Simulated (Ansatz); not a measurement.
`C[N]=[Mo]([OH])([F])([F])[F]`. The species carries charge 0 and has multiplicity 1. Mo takes the def2 core potential.

Cartesian coordinates in Å:
```
C -1.503 0.669 -0.943
N -0.340 0.165 -0.316
Mo 1.113 -0.410 0.293
O 0.826 -0.733 2.107
F 2.330 -0.450 -1.127
F 0.980 -2.243 -0.035
F 1.995 1.175 0.738
H -2.358 0.582 -0.267
H -1.709 0.099 -1.853
H -1.357 1.721 -1.202
H 0.022 -0.574 2.606
```

List the harmonic frequencies (cm⁻¹, unscaled) at PBE0-D4/def2-TZVP in Ansatz. (An estimate is asked.)

Computed: 13i, 84, 97, 114, 150, 237, 254, 256, 337, 341, 400, 577, 594, 665, 679, 705, 744, 1094, 1098, 1394, 1457, 1457, 1461, 3036, 3117, 3119, 3906.
